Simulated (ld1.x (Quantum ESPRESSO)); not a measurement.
# Pt (Z = 78), PAW: configuration errors across variants

```
Element                 : platinum
Generator               : ld1.x (Quantum ESPRESSO) 7.5
Type                    : PAW
Functional              : PBEsol
Relativity              : scalar-relativistic
Frozen core             : [Kr] 4d10 4f14
Valence charge          : 18
Reference configuration : 5s2 5p6 5d8 6s0 6p0 (charge +2)
Partial waves           : 5s (bound): rcut 1.20, rcutus 1.45 bohr; 6s (bound, empty): rcut 1.20, rcutus 1.45 bohr; 5p (bound): rcut 1.40, rcutus 1.75 bohr; 6p (bound, empty): rcut 1.40, rcutus 1.75 bohr; 5d (bound): rcut 1.20, rcutus 1.65 bohr; 5d channel at -1.5 Ry: rcut 1.20, rcutus 1.65 bohr
Local potential         : all-electron potential smoothed inside 1.60 bohr (lloc = -1)
Core correction         : a·sin(br)/r model core, default radius (ld1.x builds one for every PAW set, though the input has nlcc=.false.)
Augmentation charge     : PSQ, radius 0.85 bohr
```

All-electron excitation energies from the reference (eV): (1) 5s2 5p6 5d9 6s1 6p0 -29.222; (2) 5s2 5p6 5d9 6s0 6p0 -19.996; (3) 5s2 5p6 5d7 6s0 6p0 32.248; (4) 5s2 5p6 5d9 6s0.5 6p0 -25.509; (5) 5s2 5p6 5d9 6s0 6p1 -24.087; (6) 5s2 5p6 5d6 6s0 6p0 77.932; (7) 5s2 5p6 5d8 6s1 6p1 -22.594.

The overlap operator is not positive definite (basis up to 400 Ry) in “base”, “waves 5p (bound): rcut 1.14, rcutus 1.20 bohr; 6p (bound): rcut 1.14, rcutus 1.20 bohr”, “waves 5p (bound): rcut 1.32, rcutus 1.40 bohr; 6p (bound): rcut 1.32, rcutus 1.40 bohr”, “waves 5p (bound): rcut 1.40, rcutus 2.42 bohr; 6p (bound): rcut 1.40, rcutus 2.42 bohr”, “waves 5p (bound): rcut 1.40, rcutus 2.56 bohr; 6p (bound): rcut 1.40, rcutus 2.56 bohr”. Such files are unfit for use, however small their errors in these radial tests.

Tests that are not counted but printed errors over 1 eV. “waves 5p (bound): rcut 1.40, rcutus 2.42 bohr; 6p (bound): rcut 1.40, rcutus 2.42 bohr”: 5s2 5p6 5d9 6s0 6p1 (solver errors, printed error -2.3 eV); 5s2 5p6 5d8 6s1 6p1 (solver errors, printed error -2.5 eV). “waves 5p (bound): rcut 1.40, rcutus 2.56 bohr; 6p (bound): rcut 1.40, rcutus 2.56 bohr”: 5s2 5p6 5d9 6s0 6p1 (solver errors, printed error -2.3 eV); 5s2 5p6 5d8 6s1 6p1 (solver errors, printed error -2.5 eV).

2 further variants failed, have other tests or too few solved ones, and are left out.

Errors AE − PS in meV (a dash: test not solved or not reliable):

| change | (1) | (2) | (3) | (4) | (5) | (6) | (7) | bound ghosts |
| --- | --- | --- | --- | --- | --- | --- | --- | --- |
| base | +4.5 | +1.8 | -6.9 | +3.4 | +4.1 | -24 | +8.2 | not determined (overlap not positive) |
| waves 5p (bound): rcut 1.14, rcutus 1.20 bohr; 6p (bound): rcut 1.14, rcutus 1.20 bohr | +8.1 | +5.1 | -10 | +7.0 | +6.1 | -21 | +12 | not determined (overlap not positive) |
| waves 5p (bound): rcut 1.32, rcutus 1.40 bohr; 6p (bound): rcut 1.32, rcutus 1.40 bohr | +0.1 | +9.6 | -21 | +4.9 | +8.1 | -58 | -8.8 | not determined (overlap not positive) |
| waves 5p (bound): rcut 1.40, rcutus 2.42 bohr; 6p (bound): rcut 1.40, rcutus 2.42 bohr | +5.0 | +1.3 | -12 | +3.5 | – | -49 | – | not determined (overlap not positive) |
| waves 5p (bound): rcut 1.40, rcutus 2.56 bohr; 6p (bound): rcut 1.40, rcutus 2.56 bohr | +5.0 | +1.1 | -12 | +3.4 | – | -52 | – | not determined (overlap not positive) |

**Question.** Give the same row for: waves 5p (bound): rcut 1.40, rcutus 2.14 bohr; 6p (bound): rcut 1.40, rcutus 2.14 bohr.

**Answer.** +5.2, +1.6, -11, +3.7, +5.9, -44, +9.7; bound ghosts: not determined (overlap not positive). Its overlap operator is not positive definite in a basis up to 400 Ry (lowest eigenvalue s -1.23, d -28.64), so the file is unfit for use: the generalised eigenproblem breaks down once the basis is large enough, and its test numbers describe a broken file.
